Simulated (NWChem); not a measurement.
System: methylammonium (CH$_{6}$N cation); SMILES C[NH3+]

The following NWChem deck was run.

```
start job
memory heap 200 mb stack 900 mb global 1100 mb
charge 1
geometry units angstroms noautosym nocenter noautoz
  C      0.000000     0.000000     0.814573
  N      0.000000     0.000000    -0.702497
  H     -1.016838     0.195558     1.154755
  H      0.677777     0.782828     1.154755
  H      0.339061    -0.978386     1.154755
  H     -0.625345    -0.723642    -1.080310
  H      0.939365    -0.179744    -1.080310
  H     -0.314020     0.903386    -1.080310
end
basis spherical
  * library pcsseg-1
end
dft
  xc pbe0
  iterations 150
end
property
  shielding 4 1 2 3 6
  efieldgrad
end
task dft property
```

Output (shortened):

```
             Northwest Computational Chemistry Package (NWChem) 7.3.0
             --------------------------------------------------------

                             Geometry "geometry" -> ""
                             -------------------------

 Output coordinates in angstroms (scale by  1.889725989 to convert to a.u.)

  No.       Tag          Charge          X              Y              Z
 ---- ---------------- ---------- -------------- -------------- --------------
    1 C                    6.0000     0.00000000     0.00000000     0.81457300
    2 N                    7.0000     0.00000000     0.00000000    -0.70249700
    3 H                    1.0000    -1.01683800     0.19555800     1.15475500
    4 H                    1.0000     0.67777700     0.78282800     1.15475500
    5 H                    1.0000     0.33906100    -0.97838600     1.15475500
    6 H                    1.0000    -0.62534500    -0.72364200    -1.08031000
    7 H                    1.0000     0.93936500    -0.17974400    -1.08031000
    8 H                    1.0000    -0.31402000     0.90338600    -1.08031000

 Effective nuclear repulsion energy (a.u.)      47.5806732872

                              NWChem Property Module
                              ----------------------

  itol2e modified to match energy
  convergence criterion.

                                 NWChem DFT Module
                                 -----------------

 Summary of "ao basis" -> "ao basis" (spherical)
 ------------------------------------------------------------------------------
       Tag                 Description            Shells   Functions and Types
 ---------------- ------------------------------  ------  ---------------------
 C                          pcsseg-1                 7       17   3s3p1d
 N                          pcsseg-1                 7       17   3s3p1d
 H                          pcsseg-1                 3        5   2s1p

  itol2e modified to match energy
  convergence criterion.

            General Information
            -------------------
          SCF calculation type: DFT
          Wavefunction type:  closed shell.
          No. of atoms     :     8
          No. of electrons :    18
           Alpha electrons :     9
            Beta electrons :     9
          Charge           :     1
          Spin multiplicity:     1
          Use of symmetry is: off; symmetry adaption is: off
          Maximum number of iterations: 150
          AO basis - number of functions:    64
                     number of shells:    32
          Convergence on energy requested:  1.00D-07
          Convergence on density requested:  1.00D-05
          Convergence on gradient requested:  5.00D-04

              XC Information
              --------------
                         PBE0 Method XC Functional
                     Hartree-Fock (Exact) Exchange  0.250
          PerdewBurkeErnzerhof Exchange Functional  0.750
            Perdew 1991 LDA Correlation Functional  1.000 local
           PerdewBurkeErnz. Correlation Functional  1.000 non-local

             Grid Information
             ----------------
          Grid used for XC integration:  fine
          Radial quadrature: Mura-Knowles
          Angular quadrature: Lebedev.
          Tag              B.-S. Rad. Rad. Pts. Rad. Cut. Ang. Pts.
          ---              ---------- --------- --------- ---------
          C                   0.70       70           8.0       590
          N                   0.65       70           8.0       590
          H                   0.35       60          10.0       590
          Grid pruning is: on
          Number of quadrature shells:   500
          Spatial weights used:  Erf1

      Superposition of Atomic Density Guess
      -------------------------------------

 Sum of atomic energies:         -94.93089042

 Renormalizing density from      19.00 to     18

      Non-variational initial energy
      ------------------------------

 Total energy =     -92.576737
 1-e energy   =    -208.660529
 2-e energy   =      68.503118
 HOMO         =      -0.838111
 LUMO         =      -0.268899

   convergence    iter        energy       DeltaE   RMS-Dens  Diis-err
 ---------------- ----- ----------------- --------- --------- ---------
 d= 0,ls=0.0,diis     1    -95.9752249882 -1.44D+02  1.28D-02  1.07D+00
 d= 0,ls=0.0,diis     2    -95.9640367705  1.12D-02  6.82D-03  1.08D+00
 d= 0,ls=0.0,diis     3    -96.0811866838 -1.17D-01  8.40D-04  1.26D-02
 d= 0,ls=0.0,diis     4    -96.0821726164 -9.86D-04  3.37D-04  2.90D-03
 d= 0,ls=0.0,diis     5    -96.0824969203 -3.24D-04  2.04D-05  3.49D-06
 d= 0,ls=0.0,diis     6    -96.0824973495 -4.29D-07  3.07D-06  9.84D-08
 d= 0,ls=0.0,diis     7    -96.0824973611 -1.16D-08  2.27D-07  9.05D-10

         Total DFT energy =      -96.082497361116
      One electron energy =     -217.495577861021
           Coulomb energy =       88.005289728704
    Exchange-Corr. energy =      -14.172882515981
 Nuclear repulsion energy =       47.580673287183

 Numeric. integr. density =       18.000000119964

                       DFT Final Molecular Orbital Analysis
                       ------------------------------------

 Vector    7  Occ=2.000000D+00  E=-7.235577D-01
              MO Center=  3.1D-07,  1.2D-07,  2.2D-01, r^2= 1.6D+00
   Bfn.  Coefficient  Atom+Function         Bfn.  Coefficient  Atom+Function
  ----- ------------  ---------------      ----- ------------  ---------------
    26      0.338995  2 N  pz                29      0.279443  2 N  pz
     9     -0.276214  1 C  pz                 3     -0.180734  1 C  s
    23      0.164560  2 N  pz                35     -0.146683  3 H  s
    40     -0.146684  4 H  s                 45     -0.146683  5 H  s
    20      0.144034  2 N  s                  6     -0.133874  1 C  pz

 Vector    8  Occ=2.000000D+00  E=-6.400109D-01
              MO Center= -1.9D-01,  5.4D-02,  8.1D-01, r^2= 1.5D+00
   Bfn.  Coefficient  Atom+Function         Bfn.  Coefficient  Atom+Function
  ----- ------------  ---------------      ----- ------------  ---------------
    35     -0.369422  3 H  s                  7      0.336140  1 C  px
    10      0.228719  1 C  px                40      0.199869  4 H  s
    45      0.169553  5 H  s                  4      0.167981  1 C  px
    55     -0.153588  7 H  s                 24     -0.113932  2 N  px
    50      0.082975  6 H  s                 60      0.070613  8 H  s

 Vector    9  Occ=2.000000D+00  E=-6.400109D-01
              MO Center=  1.9D-01, -5.4D-02,  8.1D-01, r^2= 1.5D+00
   Bfn.  Coefficient  Atom+Function         Bfn.  Coefficient  Atom+Function
  ----- ------------  ---------------      ----- ------------  ---------------
     8      0.336140  1 C  py                45     -0.328681  5 H  s
    40      0.311177  4 H  s                 11      0.228719  1 C  py
     5      0.167981  1 C  py                60     -0.136580  8 H  s
    50      0.129442  6 H  s                 25     -0.113932  2 N  py
    28     -0.059967  2 N  py                22     -0.056661  2 N  py

 Vector   10  Occ=0.000000D+00  E=-1.919477D-01
              MO Center=  4.7D-07,  2.9D-07, -9.2D-01, r^2= 3.9D+00
   Bfn.  Coefficient  Atom+Function         Bfn.  Coefficient  Atom+Function
  ----- ------------  ---------------      ----- ------------  ---------------
    20      1.109474  2 N  s                 51     -0.539532  6 H  s
    56     -0.539533  7 H  s                 61     -0.539533  8 H  s
     3      0.389735  1 C  s                 19      0.271692  2 N  s
    12      0.268583  1 C  pz                36     -0.170613  3 H  s
    41     -0.170612  4 H  s                 46     -0.170612  5 H  s

 Vector   11  Occ=0.000000D+00  E=-1.182386D-01
              MO Center=  3.8D-01,  2.8D-01, -1.0D+00, r^2= 4.0D+00
   Bfn.  Coefficient  Atom+Function         Bfn.  Coefficient  Atom+Function
  ----- ------------  ---------------      ----- ------------  ---------------
    56      1.340029  7 H  s                 61     -1.172605  8 H  s
    27     -0.544673  2 N  px                36     -0.381117  3 H  s
    28      0.370995  2 N  py                46      0.332284  5 H  s
    24     -0.229234  2 N  px                55      0.211775  7 H  s
    10     -0.193430  1 C  px                60     -0.185327  8 H  s

 Vector   12  Occ=0.000000D+00  E=-1.182386D-01
              MO Center= -3.8D-01, -2.8D-01, -1.0D+00, r^2= 4.0D+00
   Bfn.  Coefficient  Atom+Function         Bfn.  Coefficient  Atom+Function
  ----- ------------  ---------------      ----- ------------  ---------------
    51      1.450671  6 H  s                 61     -0.870329  8 H  s
    56     -0.580341  7 H  s                 28      0.544673  2 N  py
    41     -0.411882  4 H  s                 27      0.370995  2 N  px
    46      0.248235  5 H  s                 25      0.229234  2 N  py
    50      0.229267  6 H  s                 11      0.193430  1 C  py

     Multipole analysis of the density
     ---------------------------------

     L   x y z        total         alpha         beta         nuclear
     -   - - -        -----         -----         ----         -------
     0   0 0 0      1.000000     -9.000000     -9.000000     19.000000

     1   1 0 0     -0.000000     -0.000000     -0.000000      0.000000
     1   0 1 0      0.000000      0.000000      0.000000      0.000000
     1   0 0 1     -0.853427     -0.609350     -0.609350      0.365273

     2   2 0 0     -7.579433     -9.111272     -9.111272     10.643111
     2   1 1 0     -0.000002      0.000001      0.000001     -0.000004
     2   1 0 1     -0.000000     -0.000000     -0.000000     -0.000000
     2   0 2 0     -7.579433     -9.111270     -9.111270     10.643106
     2   0 1 1      0.000001      0.000000      0.000000      0.000000
     2   0 0 2     -5.156742    -29.249357    -29.249357     53.341972

          -----------------------
          Electric field gradient
          -----------------------

 1 a.u. = 0.324123 10**(16) esu/cm**3  ( or statvolts/cm**2 ) = 0.97174 10**(22) v/m**2

 ------------------------------------------------------------
   Atom      X         Y         Z
 ------------------------------------------------------------
    1 C    0.00000   0.00000   1.53932
 ------------------------------------------------------------

 Electric field gradient in molecular frame (a.u.)
         XX             YY             ZZ             XY             XZ             YZ
 ------------------------------------------------------------------------------------------
        0.285751       0.285752      -0.571504       0.000000       0.000000      -0.000000

 Principal components (a.u.) and orientation
 of principal axis w.r.t. absolute frame                      Asymmetry parameter eta
 --------------------------------------------------------------------------------------
       -0.571504       0.285752       0.285751                       0.000001

       -0.000000       0.144792       0.989462
        0.000000       0.989462      -0.144792
        1.000000       0.000000       0.000000

 ------------------------------------------------------------
   Atom      X         Y         Z
 ------------------------------------------------------------
    2 N    0.00000   0.00000  -1.32753
 ------------------------------------------------------------

 Electric field gradient in molecular frame (a.u.)
         XX             YY             ZZ             XY             XZ             YZ
 ------------------------------------------------------------------------------------------
        0.021525       0.021525      -0.043050       0.000000       0.000000      -0.000000

[...]

          -----------------------------------------
          Chemical Shielding Tensors (GIAO, in ppm)
          -----------------------------------------

                                NWChem CPHF Module
                                ------------------

  scftype          =     RHF
  nclosed          =        9
  nopen            =        0
  variables        =      495
  # of vectors     =        3
  tolerance        = 0.10D-03
  level shift      = 0.00D+00
  max iterations   =       50
  max subspace     =       30

 SCF residual:    8.2640370939365184E-006

Iterative solution of linear equations
  No. of variables      495
  No. of equations        3
  Maximum subspace       30
        Iterations       50
       Convergence  1.0D-04

   iter   nsub   residual    time
   ----  ------  --------  ---------
     1      3    2.56D-01      11.6
     2      6    1.12D-02      12.9
     3      9    4.65D-04      14.1
     4     12    2.39D-05      15.4

      Atom:    1  C
        Diamagnetic
    241.9694      0.0000      0.0000
      0.0000    241.9694     -0.0000
      0.0000     -0.0000    264.0964

        Paramagnetic
   -110.6070      0.0000     -0.0000
      0.0000   -110.6070     -0.0000
     -0.0000     -0.0000    -77.1482

        Total Shielding Tensor
    131.3624      0.0000     -0.0000
      0.0000    131.3624     -0.0000
     -0.0000     -0.0000    186.9482

           isotropic =     149.8910
          anisotropy =      55.5858

          Principal Components and Axis System
                 1           2           3
              186.9482    131.3624    131.3624

      1        -0.0000      0.9998     -0.0195
      2        -0.0000      0.0195      0.9998
      3         1.0000      0.0000      0.0000

      Atom:    2  N
        Diamagnetic
    316.5365      0.0000      0.0000
      0.0000    316.5365     -0.0000
      0.0000     -0.0000    319.4577

        Paramagnetic
    -96.9252     -0.0000     -0.0000
     -0.0000    -96.9252     -0.0000
     -0.0000     -0.0000    -96.0252

        Total Shielding Tensor
    219.6114     -0.0000     -0.0000
     -0.0000    219.6113     -0.0000
     -0.0000     -0.0000    223.4325

           isotropic =     220.8851
          anisotropy =       3.8212

          Principal Components and Axis System
                 1           2           3
              223.4325    219.6114    219.6113

      1        -0.0000      0.9396      0.3423
      2        -0.0000     -0.3423      0.9396
      3         1.0000      0.0000      0.0000

      Atom:    3  H
        Diamagnetic
     33.8727     -2.4590     -6.4272
     -2.4590     21.5603      1.2360
     -6.4272      1.2360     28.3272

        Paramagnetic
     -3.9985      1.2897      2.3748
      1.2897      2.4608     -0.4569
      2.3748     -0.4569      1.1837

        Total Shielding Tensor
     29.8742     -1.1692     -4.0524
     -1.1692     24.0211      0.7791
     -4.0524      0.7791     29.5109

           isotropic =      27.8020
          anisotropy =       9.2101

          Principal Components and Axis System
                 1           2           3
               33.9421     25.6679     23.7961

      1         0.7186      0.6692      0.1890
      2        -0.1382     -0.1289      0.9820
      3        -0.6815      0.7318      0.0002

      Atom:    4  H
        Diamagnetic
     27.6536      7.9271      4.6978
      7.9271     29.9765      5.4360
      4.6978      5.4360     25.8060

        Paramagnetic
     -1.5873     -1.3014     -0.6076
     -1.3014     -1.9679     -0.7035
     -0.6076     -0.7035      0.4236

        Total Shielding Tensor
     26.0663      6.6257      4.0902
      6.6257     28.0087      4.7325
      4.0902      4.7325     26.2295

           isotropic =      26.7682
          anisotropy =      15.7617

          Principal Components and Axis System
                 1           2           3
               37.2760     22.6876     20.3410

      1         0.5690     -0.3220      0.7567
      2         0.6584     -0.3730     -0.6537
      3         0.4927      0.8702     -0.0002
```

Level: PBE0/pcSseg-1, GIAO. Coordinates come from a B3LYP/6-31G* (spherical d) optimisation. NWChem prints the field gradient with the sign opposite to the second derivative of the potential. The output numbers the shielded atoms by their place in the input's list. The printed shielding anisotropy is the first printed principal value minus the mean of the other two.
